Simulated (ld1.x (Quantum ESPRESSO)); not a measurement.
# Building the TM potential for Si (Z = 14) (PBE, non-relativistic).

- Element: Si (Z = 14)
- Generator: ld1.x (Quantum ESPRESSO) 7.5
- Type: norm-conserving Troullier–Martins (Kleinman–Bylander form)
- Functional: PBE
- Relativity: non-relativistic
- Frozen core: [Ne]
- Valence charge: 4
- Reference configuration: 3s2 3p2
- Partial waves: 3s (bound): rc 1.45 bohr; 3p (bound): rc 2.00 bohr
- Local potential: all-electron potential smoothed inside 1.10 bohr (lloc = -1)
- Core correction: a·sin(br)/r model core, default radius (core density twice the valence density)

- Cutoffs needed: 18 Ry and 60 Ry (the cutoffs (Ry, on a coarse ladder) from which the occupation-weighted sum of valence levels, in a spherical-Bessel basis at the reference potential, stays within 10 and 1 mRy of its value at 400 Ry)
- Ghost test: no extra level below or beside the all-electron valence levels (s, p, d, f tested) (spherical-Bessel basis up to 400 Ry, 20 bohr box)
- Largest excitation error: +148 meV (all-electron minus pseudo) for 3s1 3p0, out of 7 test configurations
